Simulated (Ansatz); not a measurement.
Input for Ansatz (an electronic-structure program): R-CCSD(T)/aug-cc-pVDZ on C2H7NO (a complex), monomers drawn apart or pushed together.

Ansatz 0.2 input:
```yaml
crystal:
  periodic: [false, false, false]
  atoms:
    - {symbol: C, position_ang: [0.08629184, 0.29096822, 0.74281492]}
    - {symbol: O, position_ang: [-0.32809843, -0.83120190, 0.60768730]}
    - {symbol: H, position_ang: [1.14558014, 0.50676769, 0.96734744]}
    - {symbol: H, position_ang: [-0.55627815, 1.17827513, 0.60106447]}
    - {symbol: C, position_ang: [0.28618366, -0.37338937, 4.94133326]}
    - {symbol: N, position_ang: [-0.20653416, 0.90433551, 4.42287143]}
    - {symbol: H, position_ang: [1.37609747, -0.34704136, 4.97668373]}
    - {symbol: H, position_ang: [-0.00028484, -1.16927233, 4.25335339]}
    - {symbol: H, position_ang: [-0.08216478, -0.62840079, 5.94191512]}
    - {symbol: H, position_ang: [0.11096579, 1.67882181, 4.99319005]}
    - {symbol: H, position_ang: [-1.21945991, 0.92503040, 4.42404206]}
basis:
  gaussian:
    orbitals: aug-cc-pVDZ
magnetization: {spin_polarized: false}
correlation: {method: ccsd_t, electrons: outside_noble_gas}
scf: {lower_state_search: off}
```

Program output:

```
WARN ansatz: RAYON_NUM_THREADS=1 ignored (pool sized by the plan → 1); use --threads N
Functional definition: HF
these checks for a lower state are left out or cut short: stability, starts, cluster_reference, orbital_swaps, neighbouring_geometries, increment
integrals: 0.46 GiB planned
1510 factors; integrals over basis functions are off by at most 8.7e-4 eV
mean field: 0.46 GiB planned
mean field evaluation 1: about -5686.0566 eV, gradient 4.4e1 eV
mean field evaluation 2: about -5686.0990 eV, gradient 4.4e1 eV
mean field evaluation 4: about -5690.3455 eV, gradient 4.5e0 eV
mean field evaluation 8: about -5690.4085 eV, gradient 3.9e-1 eV
mean field -5690.40974287 eV, -209.1187009523 hartree, gradient 4.9e-6 eV, S^2 0.000000; 0 other end points of the search recorded, 0 dependent functions left out
4 core orbitals not correlated
reference -5690.40974287 eV, -209.1187009523 hartree; 13, 13 occupied and 138, 138 virtual orbitals, 1510 factors
second order -18.40992991 eV of doubles, -0.00000000 eV of singles
coupled cluster: 1.38 GiB planned
cycle   1  -18.94730141 eV  change   -5.4e-1 eV  update   1.0e-1
cycle   2  -19.45191964 eV  change   -5.0e-1 eV  update   3.2e-2
cycle   3  -19.59993824 eV  change   -1.5e-1 eV  update   1.7e-2
cycle   4  -19.59432320 eV  change    5.6e-3 eV  update   4.3e-3
cycle   5  -19.59403615 eV  change    2.9e-4 eV  update   1.7e-3
cycle   6  -19.59471138 eV  change   -6.8e-4 eV  update   5.8e-4
cycle   7  -19.59446413 eV  change    2.5e-4 eV  update   2.1e-4
cycle   8  -19.59438750 eV  change    7.7e-5 eV  update   7.2e-5
cycle   9  -19.59439976 eV  change   -1.2e-5 eV  update   3.1e-5
perturbative correction -0.62020384 eV, -0.0227920707 hartree
Total energy: -5710.62434647 eV, -209.8615739325 hartree
Checks for a lower state left out: stability, starts, cluster_reference, orbital_swaps, neighbouring_geometries, increment
```

The calculation finished and met its thresholds.

Cost: about 70 core-seconds (a rough figure).
